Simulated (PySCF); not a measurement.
(1Z)-1,2-difluorobuta-1,3-diene (C₄H₄F₂), SMILES C=C/C(F)=C/F.

Geometry optimised at PBE0-D3(BJ)/def2-SVP. One conformer was computed; it need not be the lowest.

Two levels are set side by side: TDDFT-PBE/def2-SVPD (PySCF) and TDDFT-CAM-B3LYP/def2-SVPD (PySCF). Vertical, same geometry. The lowest singlet is HOMO→LUMO 91 % with PBE and HOMO→LUMO 99 % with the other functional; states are paired by order. Differences are taken from unrounded values.

| quantity | TDDFT-PBE |
|---|---|
| lowest singlet excitation (eV) | 5.39 |
| lowest triplet excitation (TDA) (eV) | 3.12 |
| first bright state (f over 0.05) (eV) | 5.39 |
| its oscillator strength | 0.48 |

Problem. These are the TDDFT-PBE values. What does TDDFT-CAM-B3LYP give? (Estimate from the structure and the level; the computed values follow.)

Solution. 
```tsv
quantity	TDDFT-CAM-B3LYP	TDDFT-PBE minus TDDFT-CAM-B3LYP
lowest singlet excitation (eV)	5.88	-0.50
lowest triplet excitation (TDA) (eV)	3.14	-0.02
first bright state (f over 0.05) (eV)	5.88	-0.50
its oscillator strength	0.69	-0.20
```

A lower first singlet is the usual sign of a functional without exact exchange. Differences between two approximate levels are no errors against the true value.

Rough cost on one machine, each run with all the roots and properties that it gave: TDDFT-CAM-B3LYP against TDDFT-PBE about 7 times.
